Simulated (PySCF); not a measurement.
Molecule: `COc1ccsc1`, C5H6OS.

Geometry:
```tsv
atom	x (Å)	y (Å)	z (Å)
C1	1.989	-0.263	-0.266
O2	0.860	0.558	-0.360
C3	-0.337	-0.042	-0.249
C4	-1.529	0.744	-0.309
C5	-2.654	-0.019	-0.178
S6	-2.286	-1.684	0.021
C7	-0.592	-1.384	-0.073
H8	2.010	-1.018	-1.073
H9	2.030	-0.786	0.706
H10	2.869	0.385	-0.361
H11	-1.518	1.825	-0.444
H12	-3.691	0.314	-0.186
H13	0.114	-2.207	0.007
```

Geometry PBE0-D3(BJ)/def2-SVP throughout; GIAO in PySCF 2.14, gas phase, one conformer, non-relativistic; equivalent atoms averaged; basis pcSseg-1.

For orientation, LDA gives these absolute shieldings σ: C3 12.1, C5 47.5, C1 122.3, O2 224.2, S6 270.2, H12 23.97, H11 24.08, H13 25.18, H8/H9/H10 27.03 ppm.

A run gave: C3 22.8, C5 54.2, C1 127.8, O2 233.4, S6 325.0, H12 24.44, H11 24.62, H13 25.66, H8/H9/H10 27.71 ppm (absolute shieldings σ).

Which functional was used in that run?
A. PBE0
B. CAM-B3LYP
C. B97-2
D. wB97X-D
E. OPBE

Answers

C. C3 tells them apart best: B97-2 gives 22.8, PBE0 gives 20.2, OPBE gives 31.3, CAM-B3LYP gives 13.6, wB97X-D gives 18.8 ppm.
